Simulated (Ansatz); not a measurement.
Born–Oppenheimer molecular dynamics of F2GeH5P (9 atoms, charge 0, multiplicity 1). It starts at the highest image of a converged band. Of that band: Neighbouring images differ by up to 1.7 eV, so the band resolves the path poorly. A vibrational analysis at the climbing image gives one clearly imaginary mode, 843i cm⁻¹: a first-order saddle point.

Computed with Ansatz, RKS PBE0-D4/def2-SVP.

* ensemble: NVE (velocity Verlet)
* time step: 0.5 fs
* steps asked: 200
* starting velocities drawn for: 100 K
* seed: 2308

Frames 2.5 fs apart, positions in Å, forces in eV/Å.

Velocities at 65 fs (Å/ps):

```
Ge 6.19 2.00 -7.83
F 0.72 -4.72 7.03
H 6.82 15.17 -25.59
H -5.64 -2.64 -6.08
F -3.46 0.94 14.79
P -11.70 -3.23 3.74
H -0.55 9.96 27.59
H 1.40 10.89 15.57
H -36.86 -6.71 26.90
```

```xyz
9
Properties=species:S:1:pos:R:3:forces:R:3 time_fs=65 energy_less_start_eV=-1.085 T=1299
Ge -0.145 0.032 -0.091 0.78 0.60 -0.98
F 0.124 0.865 1.432 -0.48 -0.66 0.05
H 1.307 -0.393 -0.356 -0.12 -0.16 -0.07
H -0.793 1.128 -0.939 -0.02 -0.02 -0.02
F -1.070 -1.388 -0.593 0.23 0.31 0.75
P -2.873 -0.378 1.762 -0.92 0.17 0.30
H -2.457 0.643 0.871 0.03 0.04 -0.28
H -1.752 -1.198 1.590 0.40 -0.28 0.02
H -2.337 0.345 2.857 0.11 -0.02 0.23
9
Properties=species:S:1:pos:R:3:forces:R:3 time_fs=67.5 energy_less_start_eV=-1.157 T=1378
Ge -0.129 0.037 -0.111 0.62 0.83 -0.45
F 0.125 0.852 1.449 -0.48 -0.93 -0.57
H 1.320 -0.359 -0.421 -0.12 -0.17 -0.01
H -0.807 1.121 -0.955 0.01 -0.01 0.04
F -1.078 -1.385 -0.555 0.35 0.35 0.71
P -2.903 -0.386 1.771 -0.44 0.19 0.52
H -2.457 0.669 0.931 0.02 0.01 -0.22
H -1.738 -1.178 1.631 0.09 -0.06 0.10
H -2.428 0.325 2.928 -0.04 -0.23 -0.12
9
Properties=species:S:1:pos:R:3:forces:R:3 time_fs=70 energy_less_start_eV=-1.204 T=1431
Ge -0.113 0.043 -0.132 0.38 0.94 0.03
F 0.124 0.837 1.465 -0.45 -1.11 -1.10
H 1.327 -0.337 -0.488 -0.06 -0.18 0.04
H -0.822 1.113 -0.967 0.03 0.02 0.08
F -1.085 -1.381 -0.515 0.48 0.40 0.66
P -2.934 -0.393 1.782 0.17 0.19 0.49
H -2.457 0.696 0.979 -0.07 -0.17 -0.01
H -1.720 -1.161 1.677 -0.37 0.20 0.17
H -2.520 0.293 2.992 -0.11 -0.29 -0.36
9
Properties=species:S:1:pos:R:3:forces:R:3 time_fs=72.5 energy_less_start_eV=-1.253 T=1485
Ge -0.096 0.050 -0.152 0.12 0.91 0.44
F 0.122 0.817 1.477 -0.38 -1.22 -1.51
H 1.330 -0.324 -0.551 0.00 -0.17 0.09
H -0.834 1.107 -0.976 0.05 0.07 0.08
F -1.091 -1.376 -0.472 0.59 0.47 0.61
P -2.964 -0.401 1.794 0.31 0.13 0.26
H -2.460 0.713 1.026 -0.14 -0.25 0.14
H -1.722 -1.134 1.733 -0.47 0.20 0.15
H -2.619 0.245 3.037 -0.07 -0.14 -0.25
9
Properties=species:S:1:pos:R:3:forces:R:3 time_fs=75 energy_less_start_eV=-1.310 T=1548
Ge -0.080 0.057 -0.172 -0.11 0.77 0.77
F 0.119 0.794 1.484 -0.31 -1.25 -1.80
H 1.333 -0.322 -0.610 0.03 -0.14 0.13
H -0.843 1.105 -0.980 0.06 0.12 0.06
F -1.094 -1.369 -0.428 0.69 0.55 0.55
P -2.994 -0.407 1.806 -0.13 -0.02 -0.01
H -2.472 0.716 1.081 -0.10 -0.10 0.12
H -1.750 -1.095 1.798 -0.11 -0.06 0.09
H -2.722 0.189 3.068 -0.02 0.13 0.09
9
Properties=species:S:1:pos:R:3:forces:R:3 time_fs=77.5 energy_less_start_eV=-1.357 T=1600
Ge -0.063 0.065 -0.191 -0.31 0.56 1.02
F 0.115 0.766 1.486 -0.22 -1.20 -1.95
H 1.337 -0.327 -0.660 0.01 -0.09 0.17
H -0.849 1.109 -0.980 0.08 0.13 0.04
F -1.096 -1.361 -0.382 0.77 0.64 0.47
P -3.025 -0.414 1.818 -0.63 -0.17 -0.04
H -2.490 0.714 1.142 0.01 0.19 0.01
H -1.784 -1.061 1.868 0.32 -0.32 0.05
H -2.827 0.140 3.104 -0.04 0.27 0.24
9
Properties=species:S:1:pos:R:3:forces:R:3 time_fs=80 energy_less_start_eV=-1.422 T=1672
Ge -0.047 0.074 -0.210 -0.51 0.34 1.18
F 0.110 0.736 1.481 -0.11 -1.09 -1.98
H 1.342 -0.338 -0.700 -0.01 -0.04 0.18
H -0.850 1.122 -0.978 0.12 0.11 0.02
F -1.095 -1.350 -0.334 0.83 0.71 0.35
P -3.056 -0.422 1.830 -0.50 -0.25 0.27
H -2.507 0.722 1.204 0.06 0.29 0.00
H -1.801 -1.044 1.942 0.23 -0.26 0.03
H -2.934 0.106 3.152 -0.10 0.19 -0.04
9
Properties=species:S:1:pos:R:3:forces:R:3 time_fs=82.5 energy_less_start_eV=-1.492 T=1749
Ge -0.031 0.083 -0.227 -0.72 0.11 1.27
F 0.105 0.701 1.470 0.00 -0.91 -1.86
H 1.347 -0.351 -0.730 -0.01 0.00 0.17
H -0.843 1.141 -0.974 0.16 0.07 -0.01
F -1.091 -1.337 -0.285 0.86 0.75 0.19
P -3.089 -0.429 1.842 0.10 -0.17 0.56
H -2.522 0.747 1.268 -0.02 0.08 0.11
H -1.807 -1.042 2.017 -0.26 0.02 -0.04
H -3.047 0.083 3.197 -0.11 0.05 -0.40
9
Properties=species:S:1:pos:R:3:forces:R:3 time_fs=85 energy_less_start_eV=-1.554 T=1818
Ge -0.015 0.092 -0.243 -0.90 -0.12 1.27
F 0.100 0.664 1.454 0.12 -0.67 -1.58
H 1.351 -0.365 -0.749 0.03 0.02 0.12
H -0.828 1.164 -0.972 0.17 0.03 -0.05
F -1.085 -1.322 -0.236 0.84 0.76 0.02
P -3.121 -0.438 1.856 0.46 0.04 0.56
H -2.538 0.775 1.337 -0.13 -0.21 0.19
H -1.827 -1.040 2.090 -0.51 0.17 -0.08
H -3.166 0.064 3.219 -0.08 -0.02 -0.45
9
Properties=species:S:1:pos:R:3:forces:R:3 time_fs=87.5 energy_less_start_eV=-1.621 T=1892
Ge -0.001 0.101 -0.259 -1.00 -0.37 1.15
F 0.095 0.624 1.432 0.23 -0.38 -1.13
H 1.357 -0.377 -0.761 0.06 0.03 0.07
H -0.802 1.189 -0.972 0.15 0.02 -0.10
F -1.076 -1.305 -0.186 0.78 0.72 -0.16
P -3.152 -0.446 1.871 0.26 0.17 0.23
H -2.562 0.792 1.418 -0.14 -0.28 0.13
H -1.874 -1.028 2.158 -0.26 0.08 -0.03
H -3.290 0.043 3.215 -0.07 0.01 -0.15
9
Properties=species:S:1:pos:R:3:forces:R:3 time_fs=90 energy_less_start_eV=-1.651 T=1925
Ge 0.013 0.109 -0.273 -0.98 -0.63 0.86
F 0.091 0.584 1.407 0.33 -0.04 -0.52
H 1.366 -0.387 -0.769 0.06 0.04 0.02
H -0.767 1.215 -0.978 0.11 0.00 -0.15
F -1.065 -1.285 -0.138 0.66 0.63 -0.36
P -3.183 -0.453 1.886 -0.28 0.15 -0.16
H -2.593 0.794 1.506 -0.03 -0.07 -0.03
H -1.936 -1.013 2.225 0.24 -0.14 0.12
H -3.419 0.023 3.203 -0.10 0.04 0.21
9
Properties=species:S:1:pos:R:3:forces:R:3 time_fs=92.5 energy_less_start_eV=-1.633 T=1905
Ge 0.026 0.117 -0.287 -0.87 -0.84 0.40
F 0.088 0.543 1.380 0.44 0.34 0.23
H 1.379 -0.394 -0.776 0.01 0.06 -0.01
H -0.726 1.241 -0.993 0.06 -0.02 -0.16
F -1.051 -1.263 -0.090 0.50 0.48 -0.57
P -3.215 -0.461 1.901 -0.53 0.05 -0.16
H -2.626 0.792 1.593 0.10 0.17 -0.15
H -1.986 -1.005 2.299 0.37 -0.20 0.22
H -3.553 0.005 3.202 -0.07 -0.05 0.19
```

Of the whole run (100 fs, mean temperature of the second half 1472 K): The conserved energy stayed within 0.018 meV per atom of its start (net change -0.00078 meV per atom), so the integration is sound. The kinetic energy rose, since the run started high on the potential surface and went downhill. It ends in pieces (F2GeH2 + H3P), so much of that is their flight and rotation, not heat. A run of 0.1 ps of so small a system gives no equilibrium averages. The orbitals stay closed-shell, which can raise the energy where a bond breaks towards radicals; this wasn't checked here.

Run time: 7.4 min on 2 threads of Intel(R) Xeon(R) Platinum 8488C (Sapphire Rapids), on a shared host, peak memory 0.25 GiB.
